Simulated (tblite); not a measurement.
Species: C₂H₉NOSi.
SMILES with atom numbers: `[CH3:1][N:2]([CH3:3])[SiH2:4][OH:5]` (hydrogens: H6, H7, H8 on C1; H9, H10, H11 on C3; H12, H13 on Si4; H14 on O5)

Structure used (GFN2-xTB), in Å, numbered top down from 1:
```
atom  x, y, z in Å
C1    -1.271   -1.072    0.250
N2    -0.220   -0.107    0.444
C3    -0.736    1.235    0.565
Si4    1.377   -0.409   -0.129
O5     2.389    0.700    0.491
H6    -1.820   -0.896   -0.683
H7    -1.984   -1.017    1.079
H8    -0.848   -2.072    0.216
H9    -1.311    1.531   -0.321
H10   -1.398    1.300    1.435
H11    0.084    1.936    0.692
H12    1.639   -0.212   -1.554
H13    1.675   -1.762    0.341
H14    2.425    0.846    1.433
```

Calculated harmonic vibrations of the isolated species, GFN2-xTB (tblite), most abundant isotopes, no scaling. Against measured fundamentals such values can be off by several per cent, at times by over 20. Modes of hydrogen on silicon can be 10 to 20 % off. One conformer, not necessarily the lowest.

Harmonic wavenumbers (cm⁻¹): 82.7, 158.3, 192.0, 206.1, 274.0, 280.0, 337.6, 390.5, 548.3, 610.1, 682.6, 759.8, 798.1, 832.9, 901.0, 1040.6, 1058.8, 1092.3, 1131.9, 1208.3, 1308.4, 1418.3, 1428.4, 1482.0, 1490.4, 1503.2, 1513.0, 2236.8, 2268.7, 2885.4, 2888.8, 2935.9, 2945.6, 3037.9, 3040.0, 3669.3.

A = 6785, B = 2783, C = 2136 MHz; mass 91.045 u (most abundant isotopes); point group C1, symmetry number 1.

Problem. What is the zero-point energy?

Solution. Half the sum of the wavenumbers: 24319 cm⁻¹ = 69.53 kcal/mol.

Problem. What is S at 500 K and 1 bar for an ideal gas of classical rigid rotors and harmonic oscillators?

Solution. Translation 42.03, rotation 28.02, vibration 32.69: S = 102.7 cal/(mol K).

Problem. And Cp and H(500 K) − H(0)?

Solution. Cp = 41.71 cal/(mol K), of which vibrations give 33.76 (their classical limit is 36 R = 71.5); H(500 K) − H(0) = 12.78 kcal/mol without the zero-point energy, 8.81 from vibrations.

Problem. Which modes carry the vibrational entropy at 500 K?

Solution. 82.7 cm⁻¹: 4.84; 158.3 cm⁻¹: 3.57; 192.0 cm⁻¹: 3.19; 206.1 cm⁻¹: 3.05; 274.0 cm⁻¹: 2.51; 280.0 cm⁻¹: 2.47 cal/(mol K); the other 30 give 13.06 together.

Problem. How do the functions run with temperature in this model?

Solution. 
```tsv
T (K)	S (cal/(mol K))	Cp (cal/(mol K))	H − H(0) (kcal/mol)	G − H(0) (kcal/mol)	ln q(vib)
50	52.6	10.2	0.43	-2.20	0.12
100	61.2	15.0	1.06	-5.06	0.64
298.15	84.5	29.5	5.53	-19.65	3.97
373.15	91.6	34.5	7.94	-26.25	5.32
750	121.8	52.3	24.62	-66.73	11.90
1000	137.9	59.4	38.63	-99.24	15.92
```

q(vib) and H(0) count from the zero-point level.

Hindered rotation and anharmonicity are outside this model. Other conformers, if any are populated, would add a mixing term that is left out. The structure is chiral; the term R ln 2 for an equal mix with its mirror image is left out.
